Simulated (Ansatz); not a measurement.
```yaml
crystal:
  periodic: [false, false, false]
  atoms:
    - {symbol: C, position_ang: [0.461402, 0.715853, 0.089569]}
    - {symbol: O, position_ang: [-0.044249, -0.093956, -0.014676]}
    - {symbol: Mg, position_ang: [-0.698866, -0.963782, -0.129033]}
    - {symbol: Cl, position_ang: [-1.289491, -2.406542, -0.316623]}
    - {symbol: H, position_ang: [0.569789, 1.073334, -0.499575]}
    - {symbol: H, position_ang: [0.094405, 1.040699, 0.558597]}
    - {symbol: H, position_ang: [1.156476, 0.574044, 0.386966]}
basis:
  gaussian: {orbitals: STO-3G}
total_charge: -1
magnetization: {spin_polarized: true, initial_magnetization: 1}
hamiltonian: {xc: {name: r2SCAN}, dispersion: d3bjatm, pseudopotentials: {relativity: scalar}}
output: {forces: true}
```

```sh
$ ansatz run in.yaml --threads 4 --pin off --events-out ev --progress --plain --max-ram 10444MiB
```

It prints (some lines left out):

```
Functional definition: r2SCAN
374 factors; integrals over basis functions are off by at most 1.2e-4 eV
mean field evaluation 1: about -20818.8394 eV, gradient 9.9e0 eV
mean field evaluation 2: about -20819.2320 eV, gradient 4.7e0 eV
mean field evaluation 4: about -20819.3323 eV, gradient 8.2e-2 eV
mean field evaluation 8: about -20819.2653 eV, gradient 5.3e-4 eV
mean field -20819.26531596 eV, -765.0938885567 hartree, gradient 2.2e-5 eV, S^2 0.751761; 0 other end points of the search recorded, 0 dependent functions left out
reference -20819.26532068 eV, -765.0938887302 hartree; 24, 23 occupied and 7, 8 virtual orbitals, 374 factors
Total energy: -20819.30241528 eV, -765.0952519315 hartree
Relativity: scalar
Atom 0 at     0.461402     0.715853     0.089569 Å, force    36.296887    19.153866     2.077272 eV/Å
Atom 1 at    -0.044249    -0.093956    -0.014676 Å, force    13.936399    -0.623627    -2.909479 eV/Å
Atom 2 at    -0.698866    -0.963782    -0.129033 Å, force   -53.055670   -50.965692    -6.482111 eV/Å
Atom 3 at    -1.289491    -2.406542    -0.316623 Å, force   -12.471407   -33.357803    -4.381999 eV/Å
Atom 4 at     0.569789     1.073334    -0.499575 Å, force    10.066507    31.904772   -46.722956 eV/Å
Atom 5 at     0.094405     1.040699     0.558597 Å, force   -30.149629    37.013881    43.825441 eV/Å
Atom 6 at     1.156476     0.574044     0.386966 Å, force    35.376914    -3.125398    14.593832 eV/Å
Dipole moment:     0.302643     0.237469     0.035201 e Å
```

In this input the geometry is squeezed to about two thirds of its size. The run converged. The result belongs to that input, not to the molecule as meant.
